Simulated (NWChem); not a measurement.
Total energies of OPb

```
Pb
O 1 1.9646
```
Charge 0, spin multiplicity 1.

All runs are NWChem calculations. Structure: optimised with PBE/def2-SVP with def2 effective core potentials on Pb, a minimum by its harmonic frequencies.

Basis set: def2-QZVP (139 functions).

```json
[
 {"method": "RHF", "total energy (Ha)": "-266.68307", "relative cost": "1"},
 {"method": "MP2", "total energy (Ha)": "-267.46846", "relative cost": "under 3"},
 {"method": "B2PLYP", "total energy (Ha)": "-267.89502", "relative cost": "4"},
 {"method": "PBE", "total energy (Ha)": "-268.08713", "relative cost": "under 3"},
 {"method": "B3LYP", "total energy (Ha)": "-268.18862", "relative cost": "under 3"},
 {"method": "BP86", "total energy (Ha)": "-268.28436", "relative cost": "under 3"}
]
```

Total energies of different functionals aren't comparable as a measure of quality: only differences taken within one method are. Relative cost: rough, from shared machines, SCF included, RHF = 1.

Effective core potentials replace the inner electrons of Pb; spin-orbit coupling is left out. The correlated methods keep 5 core orbitals frozen. B3LYP has NWChem's definition, with VWN1-RPA local correlation. The structure started from a generated list of species.
